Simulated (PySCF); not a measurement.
Ligand exchange on a metal centre used in film growth or etching (Hf OH-H). Gas-phase values, no solvent. One relaxed conformer stands for each flexible species; it need not be the lowest.

Computed with PBE-D3(BJ)/def2-TZVP // r2SCAN-D4/def2-SVP in PySCF. All candidates: neutral, multiplicity 1. 

| Property | Result |
|---|---|
| LUMO | -1.88 eV |
| HOMO–LUMO gap | 4.41 eV |
| HOMO | -6.29 eV |

Q: Identify which member has these values.
A) [Hf(OH)2(H)2]
B) [Hf(OH)(H)3]
C) [Hf(H)4]
D) [Hf(OH)4]

A: A, [Hf(OH)2(H)2]. The others give [Hf(OH)4]: -0.59 eV, 6.13 eV, -6.72 eV; [Hf(H)4]: -3.07 eV, 4.05 eV, -7.12 eV; [Hf(OH)(H)3]: -2.33 eV, 4.33 eV, -6.66 eV
